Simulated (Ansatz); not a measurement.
Geometry optimisation, UKS PBE-D4/def2-SVP (Ansatz 0.2.0).

Input file:

```yaml
crystal:
  periodic: [false, false, false]
  atoms:
    - { symbol: Zn, position_ang: [-0.015162, 0.054613, -0.324185] }
    - { symbol: Cl, position_ang: [-0.008438, 0.030393, 3.099766] }
    - { symbol: O, position_ang: [0.01295, -0.046644, -2.143026] }
    - { symbol: H, position_ang: [0.265952, -0.957928, -2.399537] }
    - { symbol: Cl, position_ang: [-0.000601, 0.002166, 5.169882] }
magnetization:
  spin_polarized: true
  initial_magnetization: 1
basis:
  gaussian: { orbitals: def2-SVP }
hamiltonian:
  xc: pbe
  dispersion: d4
relax:
  f_tol: 0.03
  max_steps: 50
output:
  orbitals: {}
```

Launched with:

```bash
$ ansatz run input.yaml --threads 4 --pin off --max-ram 5120MiB --backend cpu --events-out ev --progress --plain --runs-dir out
```

Q: Where does it end, and by what steps?

A: The run converged. After 28 steps the energy has fallen by 2.841 eV; Cl5 moved furthest, 2.64 Å. Parted: Cl2–Cl5 (2.07 → 3.22 Å). Joined: Zn1–Cl2 (3.42 → 2.21 Å), Zn1–Cl5 (5.49 → 2.21 Å).

```tsv
step	energy less start (eV)	largest force component (eV/Å)	accepted
0	0.0000	1.376	yes
1	-0.2345	1.409	yes
2	-0.5476	2.101	yes
3	-1.0741	2.550	yes
4	-1.5721	1.195	yes
5	-1.6847	1.474	yes
6	-1.6981	1.124	yes
7	-1.7373	0.278	yes
8	-1.7906	0.315	yes
9	-1.8439	0.299	yes
10	-1.8906	0.109	yes
11	-1.9268	0.098	yes
12	-1.9633	0.094	yes
13	-1.9988	0.132	yes
14	-2.0393	0.156	yes
15	-2.0943	0.235	yes
16	-2.1757	0.352	yes
17	-2.3078	0.520	yes
18	-2.5030	0.654	yes
19	-2.7092	0.391	yes
20	-2.7412	0.490	yes
21	-2.7535	1.576	yes
22	-2.7784	1.194	yes
23	-2.8083	0.517	yes
24	-2.8272	0.407	yes
25	-2.8383	0.108	yes
26	-2.8408	0.039	yes
27	-2.8409	0.036	yes
28	-2.8414	0.007	yes
```

```xyz
5
Properties=species:S:1:pos:R:3
Zn -0.088 -0.130 0.892
Cl -0.255 1.855 1.852
O -0.215 -0.704 -0.850
H 0.647 -0.753 -1.311
Cl 0.165 -1.185 2.820
```

Whether the end is a true minimum wasn't checked by a vibrational analysis.

Run time: 52 s on 4 threads of Arm Neoverse V1, with other jobs on the host, peak memory 0.24 GiB.
